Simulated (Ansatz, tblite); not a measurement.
Forces on Ga₉N₉H₂₄, a nanocrystal cut from wurtzite GaN (hydrogen-capped) at its PBE-D4/def2-SVP geometry. Total charge 0; singlet.

The xTB rows come from tblite. Single mean-field runs in def2-SVP are fitted with def2-universal-jkfit.

GFN2-xTB (tblite), largest force 0.50 eV/Å:

```xyz
42
positions Å, forces eV/Å
Ga    1.413   -0.003    3.701   -0.069   -0.040   -0.240
N     0.331    1.705    3.348   -0.110    0.315    0.168
N     1.209   -0.873    1.905    0.243   -0.315    0.181
Ga   -0.668   -1.383    1.560    0.008    0.111   -0.083
Ga   -0.496    1.962    1.545   -0.022   -0.213   -0.367
N    -1.593    0.356    1.219   -0.394    0.228    0.205
N    -0.712   -2.304   -0.186    0.094   -0.426    0.017
Ga   -2.557   -2.962   -0.620    0.193    0.156    0.047
Ga   -2.428    0.522   -0.560    0.401    0.103    0.095
N    -3.496   -1.149   -0.824   -0.335    0.148   -0.076
Ga    2.127    0.160    0.496   -0.131    0.034   -0.030
N     0.973    1.774    0.242    0.083    0.491    0.024
N     1.928   -0.846   -1.192    0.299   -0.313   -0.060
Ga    0.094   -1.354   -1.718   -0.030    0.109    0.080
Ga    0.230    1.990   -1.571   -0.181   -0.219    0.316
N    -0.893    0.384   -1.791   -0.263    0.233   -0.354
Ga    2.900    0.051   -2.699   -0.168   -0.043    0.183
N     1.770    1.760   -2.828   -0.026    0.319   -0.194
H     0.588   -0.804    4.793    0.200    0.136   -0.219
H     2.908    0.482    3.906   -0.294   -0.139   -0.030
H    -0.413    1.765    4.059    0.110   -0.044   -0.093
H     0.936    2.514    3.548   -0.057   -0.137   -0.030
H     1.733   -1.759    1.998   -0.057    0.089   -0.021
H    -1.358   -2.176    2.738    0.138    0.215   -0.275
H    -1.277    3.333    1.482    0.172   -0.320   -0.012
H    -2.368    0.400    1.900    0.050   -0.044   -0.016
H    -0.161   -3.171   -0.066   -0.048    0.096   -0.010
H    -3.212   -3.632    0.659    0.154    0.100   -0.269
H    -2.579   -3.612   -2.065    0.020    0.096    0.311
H    -3.336    1.799   -0.759    0.231   -0.277    0.051
H    -4.298   -1.129   -0.177    0.128   -0.031   -0.074
H    -3.927   -1.116   -1.760    0.082   -0.032    0.122
H     3.611    0.570    0.843   -0.361   -0.061   -0.084
H     1.591    2.587    0.393    0.006   -0.068    0.001
H     2.443   -1.733   -1.058   -0.060    0.089   -0.005
H    -0.005   -2.124   -3.092    0.003    0.210    0.311
H    -0.504    3.363   -1.837    0.150   -0.321    0.081
H    -1.288    0.442   -2.743    0.038   -0.044    0.036
H     4.331    0.531   -2.217   -0.277   -0.137   -0.105
H     2.640   -0.726   -4.056    0.084    0.130    0.287
H     2.399    2.569   -2.723   -0.064   -0.137   -0.001
H     1.417    1.839   -3.793    0.058   -0.046    0.132
```

PBE-D4/def2-SVP (Ansatz), largest force 0.03 eV/Å:

```
Ga 0.016 -0.020 0.011
N -0.009 0.014 -0.002
N -0.002 0.004 -0.001
Ga 0.002 -0.005 0.002
Ga 0.011 -0.025 -0.006
N -0.010 0.015 0.000
N -0.001 0.004 0.000
Ga 0.006 -0.027 0.002
Ga 0.022 -0.018 0.005
N -0.008 0.014 -0.002
Ga 0.005 -0.004 0.001
N -0.007 0.016 -0.002
N -0.003 0.003 0.000
Ga 0.003 -0.005 -0.002
Ga 0.008 -0.025 0.010
N -0.009 0.014 -0.004
Ga 0.019 -0.020 -0.003
N -0.009 0.015 -0.002
H 0.001 0.001 -0.003
H -0.003 -0.001 -0.002
H 0.000 -0.001 0.002
H 0.002 -0.001 0.001
H -0.006 0.009 -0.004
H 0.001 0.001 -0.002
H -0.001 0.007 0.007
H -0.001 0.005 -0.003
H -0.004 0.011 -0.001
H 0.002 0.002 -0.001
H 0.001 0.002 0.002
H -0.009 0.001 -0.002
H -0.001 -0.002 0.001
H 0.000 -0.002 -0.001
H -0.002 -0.001 0.000
H -0.005 0.002 -0.001
H -0.007 0.009 0.001
H 0.001 0.000 0.002
H 0.001 0.007 -0.006
H -0.002 0.004 0.002
H -0.003 -0.001 0.001
H -0.001 0.001 0.003
H 0.002 0.000 0.000
H 0.001 -0.001 -0.001
```

r2SCAN-D4/def2-SVP (Ansatz), largest force 0.27 eV/Å:

```
Ga -0.022 0.005 -0.052
N -0.033 0.093 0.049
N 0.019 -0.026 0.012
Ga 0.022 0.020 -0.034
Ga 0.049 -0.081 0.011
N -0.048 0.051 0.010
N 0.009 -0.033 0.002
Ga 0.033 0.046 0.008
Ga 0.048 -0.082 0.011
N -0.098 0.045 -0.023
Ga -0.041 -0.015 -0.010
N -0.015 0.069 -0.003
N 0.023 -0.026 -0.003
Ga 0.005 0.019 0.040
Ga 0.050 -0.081 0.010
N -0.039 0.050 -0.030
Ga -0.043 0.004 0.037
N -0.009 0.095 -0.057
H 0.115 0.105 -0.140
H -0.197 -0.068 -0.020
H 0.203 -0.007 -0.182
H -0.166 -0.213 -0.042
H -0.126 0.212 -0.023
H 0.091 0.097 -0.150
H 0.098 -0.166 0.017
H 0.174 -0.004 -0.157
H -0.132 0.208 -0.029
H 0.085 0.082 -0.173
H 0.000 0.079 0.194
H 0.104 -0.162 0.022
H 0.205 -0.007 -0.181
H 0.103 -0.011 0.253
H -0.187 -0.057 -0.044
H -0.145 -0.180 -0.036
H -0.124 0.212 -0.032
H 0.015 0.094 0.177
H 0.096 -0.167 0.026
H 0.087 -0.007 0.217
H -0.186 -0.067 -0.070
H 0.042 0.102 0.178
H -0.167 -0.212 -0.040
H 0.102 -0.012 0.253
```
